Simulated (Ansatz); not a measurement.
A made-up structure of BGeSiH5, closed shell:

```xyz
8
angstrom
Si -1.1273 1.3061 -1.2978
B 0.8686 -1.0546 0.9924
Ge -0.1988 0.1469 -0.2293
H -1.9221 0.8305 -2.4505
H -1.1278 2.7621 -1.0404
H 1.3744 -0.3445 1.7424
H 1.6878 -1.6412 0.4381
H 0.2169 -1.7985 1.5791
```

It is relaxed with PBE-D4/def2-SVP and then PBE0-D4/def2-TZVP (Ansatz 0.2.0). Atoms count as bonded within 1.22 times the sum of their covalent radii (H–H: 0.88 Å). The end point is not checked to be a true minimum.

Question: Does its bonding change? (Judge from chemistry; the calculation decides.)

Answer: Computed: Yes. Formed: Ge3–H6; broken: none.

Where it ends: The first stage lowers the energy by 2.86 eV in 17 steps. It ends as BGeSiH₅ ([SiH2][Ge]1[H][BH2]1):
```xyz
8
angstrom
Si -0.7747 1.3372 -1.4993
B 0.8709 -1.2469 0.9769
Ge -0.5478 -0.4573 -0.1504
H -1.9573 1.1503 -2.3876
H -0.9126 2.6214 -0.7545
H 0.6587 0.0554 1.1365
H 1.9370 -1.4175 0.4675
H 0.4972 -1.8358 1.9449
```

Labels in which every atom is bracketed show which atoms are joined, not bond orders.

For scale, one of the runs: PBE0-D4/def2-TZVP relaxation, 146 basis functions, launched by `ansatz run in.yaml --threads 2 --pin off --events-out ev --progress --plain --max-ram 4352MiB`. Hardware: 2 CPU threads of an Arm Neoverse V2, shared host. Wall time about 24 s.
